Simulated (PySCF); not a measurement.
## Working out the excitation energy of Ar²⁺

Ar²⁺ [Ne] 3s2 3p4 (3P) → Ar²⁺ [Ne] 3s1 3p4 3d1 (high-spin determinant). All numbers are calculated (PySCF 2.14, the spin-free X2C one-electron Hamiltonian (Gaussian nucleus), in aug-cc-pVDZ-DK). Frozen: [Ne]. Energies in hartree (1 hartree = 27.21139 eV):

```json
{"part": "UHF", "Ar²⁺ (lower)": "-527.098655", "Ar²⁺ (upper)": "-525.828266"}
{"part": "MP2 opposite-spin", "Ar²⁺ (lower)": "-0.069355", "Ar²⁺ (upper)": "-0.056850"}
{"part": "MP2 same-spin", "Ar²⁺ (lower)": "-0.022322", "Ar²⁺ (upper)": "-0.015980"}
```

Q: What does Hartree-Fock give?

A: (-525.828266) − (-527.098655) = 1.270389 hartree = 34.569 eV.

Q: What do MP2 and SCS-MP2 (6/5 opposite-spin, 1/3 same-spin) give?

A: The opposite-spin parts differ by 0.340 eV and the same-spin parts by 0.173 eV. MP2: 34.569 + (0.340) + (0.173) = 35.082 eV. SCS-MP2: 34.569 + 1.2 × (0.340) + (0.173)/3 = 35.035 eV.

One determinant mixes LS terms, so it does not stand for a single term.

A double-zeta basis recovers only part of the correlation energy.
